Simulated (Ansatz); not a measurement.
Molecular dynamics, step by step

GeH₄F (charge -1), singlet, PBE0-D4/def2-SVPD (Ansatz 0.2.0). Settings (timestep in fs, temperature in K; T counts 12 degrees of freedom):

```yaml
hamiltonian: {xc: pbe0, dispersion: d4}
md: {n_steps: 60, timestep: 0.5, temperature: 300, ensemble: nve, seed: 848, initial_velocities: maxwell_boltzmann}
```

Start:

```
6
angstrom
F 0.5602 -0.2160 -1.7705
Ge -0.0316 0.0122 0.0998
H -0.3984 -1.5019 0.0560
H -1.0377 1.0630 -0.4591
H 1.4371 0.4386 0.4000
H -0.5296 0.2042 1.6739
```

```
step  time (fs)  potential energy less the start (meV)  kinetic energy (meV)  T (K)
   0       0.00                                    0.0                 155.1    300
   4       2.00                                   49.4                 106.1    205
   8       4.00                                  107.1                  48.8     94
  12       6.00                                   78.6                  76.9    149
  16       8.00                                   59.5                  95.8    185
  20      10.00                                  103.9                  51.7    100
  24      12.00                                  136.2                  19.7     38
  28      14.00                                   89.6                  66.0    128
  32      16.00                                   25.4                 129.7    251
  36      18.00                                   45.4                 109.9    213
  40      20.00                                   99.3                  56.7    110
  44      22.00                                   72.7                  82.8    160
  48      24.00                                   35.3                 119.9    232
  52      26.00                                   71.8                  83.7    162
  56      28.00                                  127.3                  28.5     55
  60      30.00                                  112.0                  43.8     85
```

Step 44, positions (Å) and forces (eV/Å):

```csv
atom,x,y,z,Fx,Fy,Fz
F1,0.562,-0.222,-1.803,0.124,-0.004,-0.029
Ge2,-0.032,0.013,0.110,0.117,1.240,-0.314
H3,-0.326,-1.458,0.044,-0.186,-0.958,-0.134
H4,-0.986,1.114,-0.560,0.274,-0.424,0.454
H5,1.460,0.455,0.413,-0.478,-0.115,0.047
H6,-0.644,0.121,1.644,0.149,0.261,-0.025
```

Step 48, positions (Å) and forces (eV/Å):

| atom | x | y | z | Fx | Fy | Fz |
| --- | --- | --- | --- | --- | --- | --- |
| F1 | 0.562 | -0.222 | -1.806 | 0.167 | -0.018 | -0.028 |
| Ge2 | -0.032 | 0.015 | 0.112 | -0.285 | -0.065 | -0.409 |
| H3 | -0.365 | -1.510 | 0.016 | 0.060 | 0.041 | -0.007 |
| H4 | -0.979 | 1.073 | -0.570 | 0.067 | -0.128 | 0.357 |
| H5 | 1.442 | 0.455 | 0.398 | -0.208 | -0.058 | 0.133 |
| H6 | -0.658 | 0.117 | 1.640 | 0.199 | 0.227 | -0.047 |

Step 56, positions (Å) and forces (eV/Å):

| atom | x | y | z | Fx | Fy | Fz |
| --- | --- | --- | --- | --- | --- | --- |
| F1 | 0.563 | -0.223 | -1.812 | 0.227 | -0.025 | -0.023 |
| Ge2 | -0.031 | 0.017 | 0.114 | -0.797 | -1.873 | -0.433 |
| H3 | -0.427 | -1.583 | -0.035 | 0.372 | 1.073 | 0.235 |
| H4 | -0.970 | 0.992 | -0.558 | -0.514 | 0.604 | -0.076 |
| H5 | 1.397 | 0.452 | 0.386 | 0.512 | 0.118 | 0.251 |
| H6 | -0.662 | 0.133 | 1.627 | 0.200 | 0.104 | 0.046 |

Last step (60):

```xyz
6
angstrom
F 0.5645 -0.2231 -1.8153
Ge -0.0306 0.0166 0.1151
H -0.4398 -1.5660 -0.0493
H -0.9896 0.9796 -0.5514
H 1.3974 0.4563 0.3928
H -0.6530 0.1480 1.6219
```

The run took about 2.4 min on 2 CPU threads of an Intel Xeon Platinum 8175M (shared host).
